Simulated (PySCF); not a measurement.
**Working with the constants of SnSe**

RHF-CCSD(T) constants of SnSe, ¹Σ⁺ (singlet), closed shell (PySCF, scalar-relativistic core potentials, basis sets Sn def2-TZVPP with ECP28, Se def2-TZVPP; masses 119.9022 and 79.9165 u):

```
ωe              : 330.4 cm⁻¹
ωexe            : 0.642 cm⁻¹
Be              : 0.064358 cm⁻¹
αe              : 0.000166 cm⁻¹
D (centrifugal) : 9.77e-09 cm⁻¹
De to Sn + Se   : 4.52 eV
```

(1) Estimate the standard entropy (1 bar) and heat capacity of the ideal gas at 500 K, rigid rotor with B0 and harmonic oscillator at the fundamental.

Correlated steps freeze 13 core orbitals. These are scalar-relativistic numbers at best; spin–orbit coupling would shift them, the dissociation energy most. Where the molecule has an RHF reference, its open-shell atoms are computed with UHF.

Answers

(1) Translation (Sackur–Tetrode, M = 199.82 u): 185.7 J/(mol K). Rotation: q = kT/(σB0) = 5410 with σ = 1, 79.8. Vibration: x = hcν0/kT = 0.947, 9.07. S° = 274.5 J/(mol K); Cp = 7R/2 + 7.72 = 36.8 J/(mol K).
